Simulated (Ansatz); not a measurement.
Two structures of CH5GaO, singlet, reached by relaxing down either side of one saddle point (PBE0-D4/def2-TZVP). Energies are electronic, without zero-point energy. Ansatz 0.2.0; basis: def2-TZVPP and def2-QZVPP; cores frozen in the correlated methods. Filled d shells of the heavier atoms are correlated. The def2 sets are not built for correlating such inner shells, so the correlated values are less sure here. Extrapolation: Hartree–Fock as exp(−7.88 √X), correlation as X^−2.97. First:

Ga1  (-0.741, -0.030, -0.546)
C2  (0.707, 0.733, 0.537)
O3  (-0.874, -1.813, -0.690)
H4  (-0.200, -2.296, -0.208)
H5  (-1.855, 0.718, -1.342)
H6  (0.293, 1.322, 1.360)
H7  (1.317, 1.407, -0.068)
H8  (1.354, -0.040, 0.956)
(Å)

Second:

```json
{"atom": "Ga1", "x (Å)": "-1.6120", "y (Å)": "-0.4665", "z (Å)": "-1.1890"}
{"atom": "C2", "x (Å)": "0.9639", "y (Å)": "0.3022", "z (Å)": "0.7117"}
{"atom": "O3", "x (Å)": "-1.3770", "y (Å)": "-2.0853", "z (Å)": "-1.0649"}
{"atom": "H4", "x (Å)": "0.7183", "y (Å)": "-0.7389", "z (Å)": "0.4950"}
{"atom": "H5", "x (Å)": "-1.8574", "y (Å)": "1.0311", "z (Å)": "-1.3244"}
{"atom": "H6", "x (Å)": "0.1373", "y (Å)": "0.7837", "z (Å)": "1.2367"}
{"atom": "H7", "x (Å)": "1.1788", "y (Å)": "0.8403", "z (Å)": "-0.2130"}
{"atom": "H8", "x (Å)": "1.8482", "y (Å)": "0.3334", "z (Å)": "1.3479"}
```

**Question.** Which bonds change from the first to the second?

**Answer.** CH₅GaO ([CH3][GaH][OH]) → GaHO ([O][GaH]) + CH₄; bonds formed: C2–H4; bonds broken: Ga1–C2, O3–H4.

**Question.** Give the saddle point's structure and its height above each. (To be estimated.)

**Answer.** By the calculation: 294.8 kJ/mol above the first and 123.8 kJ/mol above the second (CCSD(T) at an estimated basis limit (MP2 extrapolated from triple and quadruple zeta, plus CCSD(T) − MP2 in triple zeta)).
```xyz
8
angstrom
Ga -1.1182 -0.2112 -0.8274
C 0.6647 0.2917 0.4989
O -0.6441 -1.8232 -0.5225
H 0.2032 -0.9165 0.1276
H -1.8524 1.0393 -1.3341
H 0.1238 0.8816 1.2443
H 1.1508 0.9574 -0.2206
H 1.4722 -0.2192 1.0338
```

No T1 diagnostic of these runs exceeds 0.026. The T1 diagnostic is large here, which may signal multireference character or strong orbital relaxation, so CCSD(T) is less sure.

Labels in which every atom is bracketed show which atoms are joined, not bond orders.

For scale, one of the runs: CCSD(T)/def2-TZVPP, 180 basis functions, launched by `ansatz run in.yaml --threads 2 --pin off --events-out ev --progress --plain --max-ram 4352MiB`. The run took 51 s on 2 CPU threads of an Intel Xeon Platinum 8259CL (shared host), with 1.8 GiB of host memory at its peak.
